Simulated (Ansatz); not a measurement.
# Worked example: C2H5ClSi + C2H6Ga → C2H5Si + C2H6ClGa

Species: C2H5ClSi `C=C[SiH2]Cl`, singlet; C2H6Ga `C[CH2][GaH]`, doublet; C2H5Si `C=C[SiH2]`, doublet; C2H6ClGa `C[CH2][GaH][Cl]`, singlet. A radical takes Cl: the energy is the difference in strength between the Si–Cl bond broken and the Ga–Cl bond made.

Shapes, held fixed at every level: PBE0-D4/def2-TZVP. Flexible molecules stand in one conformer, not always the lowest. Programs: Ansatz 0.2.0. The zero-point and thermal change to 298 K, harmonic and unscaled (PBE0-D4/def2-TZVP), is -1.2 kJ/mol.

At B2PLYP/def2-TZVPP; 1 Eh = 2625.50 kJ/mol:

```
 species   energy (Eh)
C2H5ClSi   -828.667544
  C2H6Ga  -2004.204754
  C2H5Si   -368.473002
C2H6ClGa  -2464.399150
```

Question: Work out ΔH(298 K) of the reaction at this level.

Answer: 
1. Products less reactants: (-368.473002) + (-2464.399150) − [(-828.667544) + (-2004.204754)] = 0.000146 Eh = +0.4 kJ/mol.
2. With the thermal change: +0.4 + (-1.2) = -0.8 kJ/mol.

Other levels give -11.1 (r2SCAN-D4/def2-TZVPP) to +8.0 kJ/mol (wB97M-V/def2-TZVPP). No measured value is set beside it here. Spin contamination: C2H5Si (⟨S²⟩ up to 0.90). Open shells run unrestricted. Relativity is left out for Ga. Outer-core shells of Ga are correlated, in sets that cover them unevenly. That is about zero within the method's error.
